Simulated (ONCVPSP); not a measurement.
## What one change does to a pseudopotential (Co, ONCV)

Co, optimised norm-conserving Vanderbilt (ONCV), made with ONCVPSP 4.0.1 (PW91, scalar-relativistic). Core [Ne], reference 3s2 3p6 3d7 4s1 (charge +1). Waves: 3s+4s: rc 1.45 bohr, ncon 4, nbas 8, qcut 10.8 1/bohr, 3 projectors, debl 3.3 Ha; 3p: rc 0.85 bohr, ncon 4, nbas 8, qcut 11.4 1/bohr, 2 projectors, debl 3.5 Ha; 3d: rc 1.70 bohr, ncon 4, nbas 9, qcut 9.7 1/bohr, 2 projectors, debl 1.2 Ha. Local part: polynomial inside 0.60 bohr (lpopt 5, dvloc0 2 Ha). Core correction: Teter function, fcfact 3, rcfact 1.65.

Change: d: rc 1.48.

Cutoffs: the cutoffs (Ha) at which the residual kinetic energy of the hardest occupied pseudo-wave falls to 1 and 0.1 mHa per electron; they do not see the model core or the augmentation charge, which bear on the density cutoff. Errors are all-electron minus pseudo energies relative to the spin-unpolarised reference configuration.

Question: Predict the effect on cutoff, ghosts and configuration errors.

Answer: The potential gets neither clearly harder nor softer (48 Ha and 116 Ha → 48 Ha and 116 Ha); of the 4 tests that both files solve, the error grows in 0 and shrinks in 4 by more than 15 % and 0.3 meV (median size 39.8 → 22.7 meV); neither file shows a bound ghost. Less of the atom is replaced, so other configurations are described better.

| quantity | base | changed |
| --- | --- | --- |
| cutoff, loose | 48 Ha | 48 Ha |
| cutoff, tight | 116 Ha | 116 Ha |
| loose cutoff by channel | s 30 Ha, p 48 Ha, d 36 Ha | s 30 Ha, p 48 Ha, d 40 Ha |
| bound ghosts | none | none |
| GHOST(+) flags under 300 eV | none | none |
| error for 3s2 3p6 3d7 4s2, meV [ΔE -9.10 eV] | +2.9 | +2.3 |
| error for 3s2 3p6 3d7 4s0, meV [ΔE 16.84 eV] | +1.2 | +0.8 |
| error for 3s2 3p6 3d6 4s0, meV [ΔE 52.82 eV] | +77 | +43 |
| error for 3s2 3p6 3d6 4s2 4p1, meV [ΔE 0.60 eV] | +139 | +86 |
| s: phases at 1.47 bohr within 0.05 rad from the reference energy up to (Ha; the scan ends near 5) | to the end of the scan | to the end of the scan |
| p: phases at 0.86 bohr within 0.05 rad from the reference energy up to (Ha; the scan ends near 5) | to the end of the scan | to the end of the scan |
| rms error of d²Exc/dni dnj with the model core, mHa | 2.03 | 1.99 |
